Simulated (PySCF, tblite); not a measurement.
What does the GFN2-xTB structure of `CO[C@@H]1C=C(F)[C@@H]1Cl` look like in three dimensions?

```
atom  x, y, z in Å
C1     1.955   -0.846    0.423
O2     0.830   -0.174    0.948
C3     0.104    0.534    0.005
C4    -1.052    1.331    0.574
C5    -1.950    0.655   -0.131
F6    -3.265    0.750   -0.282
C7    -0.989   -0.261   -0.818
Cl8   -1.142   -1.971   -0.375
H9     2.647   -0.136   -0.047
H10    2.442   -1.326    1.269
H11    1.666   -1.605   -0.310
H12    0.768    1.115   -0.653
H13   -1.082    2.135    1.281
H14   -0.932   -0.201   -1.905
```

Orientation and origin are arbitrary. Atoms count from 1 in this order. Of the pairs four or more bonds apart, Cl8···H11 is among the closest relative to their van der Waals radii: 2.83 Å, 96 % of the sum of Bondi's values. The 2 C–O bonds span 1.385 Å (O2–C3, drawn single) to 1.412 Å (C1–O2, drawn single), a spread of 0.027 Å. The 4-membered ring C3–C4–C5–C7 has internal angles of 84.1° to 97.0° (sum 360°, against 360° for a flat polygon); it is planar, 0.00 Å rms from its mean plane, widest ring torsion 0°. O2 (ether oxygen) is bent (angle 114.0°).

Bonds between heavy atoms (Å): C1–O2 1.412, O2–C3 1.385, C3–C4 1.515, C4=C5 1.327, C5–F6 1.327, C5–C7 1.495, C7–Cl8 1.774, C3–C7 1.582.

Computed geometry: GFN2-xTB, gas phase.

Point group: C1 (no symmetry element, even within 0.4 Å). Its GFN2-xTB frequencies are all real (lowest 87 cm⁻¹). The numbers are those of one conformer (C1–O2–C3–C4 -176°).
